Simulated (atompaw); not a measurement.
## lead PAW (atompaw): all-electron and pseudo phase curves

atompaw 4.2.0.5 input, output lines left out:

```
Pb 82
LDA-PW scalarrelativistic loggrid 2001 logderivrange -4 5 226
6 6 5 4 0 0
6 1 0.5
0 0 0
c
c
c
c
c
v
c
c
c
c
v
c
c
c
c
1
2.00 1.75 1.95 1.70
y
-0.85
n
y
0.2
n
custom rrkj gramschmidtortho sinc
bessel
2.00
2.00
2.00
2.00
```

The phase is arctan(r·u′/u) with u = r·R(r), unwrapped; energies in Ry, scanned from -4 to 5 Ry. A pole is an energy at which the radial function vanishes at the test radius. The pseudo phase is shifted by a multiple of π to meet the all-electron one at the reference energy, and phase errors are pseudo minus all-electron; the curves can meet again beyond the range given. Levels narrower than the energy grid can be missing from the lists of poles.

Problem. For each channel, where are the poles, and over which energies does the pseudopotential scatter like the atom?

Solution.

```
channel  radius (bohr)  reference energy (Ry)  poles, all-electron  poles, pseudo  unbroken range about the reference energy with phases within 0.05 rad  phase error 1 Ry above the reference energy (rad)
      s           2.01                  -1.74                 2.62           2.55                                                              below 4.5                                             -0.000
      p           2.01                  -1.01                 none           none                                                        the whole range                                             +0.000
```

Note: ghost state, extra bound levels that the all-electron valence spectrum of the same l lacks: d at -9.2 eV. A true bound ghost makes a file unfit for plane-wave use.

Phases in the s channel:

| E (Ry) | all-electron | pseudo |
| --- | --- | --- |
| -4.00 | 1.128 | 1.128 |
| -3.52 | 1.043 | 1.043 |
| -3.04 | 0.908 | 0.907 |
| -2.56 | 0.669 | 0.669 |
| -2.08 | 0.228 | 0.228 |
| -1.60 | -0.396 | -0.396 |
| -1.12 | -0.874 | -0.874 |
| -0.64 | -1.136 | -1.136 |
| -0.16 | -1.283 | -1.283 |
| 0.32 | -1.375 | -1.375 |
| 0.80 | -1.438 | -1.439 |
| 1.28 | -1.485 | -1.485 |
| 1.76 | -1.521 | -1.522 |
| 2.24 | -1.550 | -1.553 |
| 2.72 | -1.576 | -1.580 |
| 3.20 | -1.599 | -1.606 |
| 3.68 | -1.619 | -1.633 |
| 4.16 | -1.640 | -1.666 |
| 4.64 | -1.660 | -1.731 |
